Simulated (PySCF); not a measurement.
C₇H₁₂Ge.
SMILES: `C1C=[CH][GeH2][C]=1CCC`

A linear-response calculation (PySCF, def2-SVPD basis, gas phase, vertical, core orbitals frozen in the response) gave these numbers; the functional is withheld.

Orbital energies (eV): HOMO-3 -10.09, HOMO-2 -10.01, HOMO-1 -9.54, HOMO -7.69, LUMO -0.16, LUMO+1 1.16, LUMO+2 1.41.

```tsv
state	E (eV)	f	main configurations (H = HOMO, L = LUMO)
S1	4.44	0.103	H→L (97%)
S2	5.54	0.0003	H-1→L (94%)
S3	6.19	0.0033	H→L+1 (56%), H→L+2 (29%)
S4	6.22	0.0038	H-3→L (69%), H→L+1 (13%)
S5	6.36	0.0011	H→L+2 (52%), H→L+3 (16%), H-3→L (15%)
S6	6.82	0.057	H-2→L (72%), H→L+8 (20%)
```

Triplets, Tamm–Dancoff:

```
state  E (eV)  λ (nm)  main configurations (H = HOMO, L = LUMO)
   T1    2.71   457.5                                 H→L (94%)
   T2    4.76   260.3      H-2→L (49%), H→L+8 (26%), H-7→L (9%)
   T3    5.15   240.5                               H-1→L (92%)
   T4    5.71   217.0                               H-3→L (88%)
```

Vertical ionisation energy by ΔSCF with the same functional: 8.26 eV. Mean static polarisability: 112.1 au.

Question: Which of these was used?
A. CAM-B3LYP
B. PBE0
C. PBE
D. HF

Answer: A. CAM-B3LYP is range-separated, 19% exact exchange at short range and 65% at long range (ω = 0.33 bohr⁻¹). In this run −ε(HOMO) = 7.69 eV differs from the ΔSCF value by -0.57 eV, and S1 differs from the orbital gap of 7.53 eV by -3.08 eV. The ratio −ε(HOMO)/IP is 0.93. Usual ranges for neutral molecules in this basis: 0.85 to 0.93 with CAM-B3LYP, 0.5 to 0.7 with PBE, 0.7 to 0.83 with PBE0; with Hartree–Fock the ratio is 1 or more (Koopmans' value less the relaxation energy is the ΔSCF value). The other options: PBE, a GGA without exact exchange; HF, time-dependent Hartree–Fock, 100% exact exchange; PBE0, a global hybrid with 25% exact exchange.

Theory: TDDFT CAM-B3LYP/def2-SVPD, vertical, gas phase, core orbitals frozen in the response in PySCF 2.14.0, density-fitted response routines. The structure is a single PBE0-D3(BJ)/def2-SVP conformer in the gas phase; no vibrational or solvent corrections. Relativistic effects, spin–orbit coupling among them, are left out although an element past zinc is present.

The values belong to the conformer `[CH3:1][CH2:2][CH2:3][C:4]1=[CH:5][CH:6]=[CH:7][GeH2:8]1`: C1–C2–C3–C4 180°, C2–C3–C4–C5 126°.
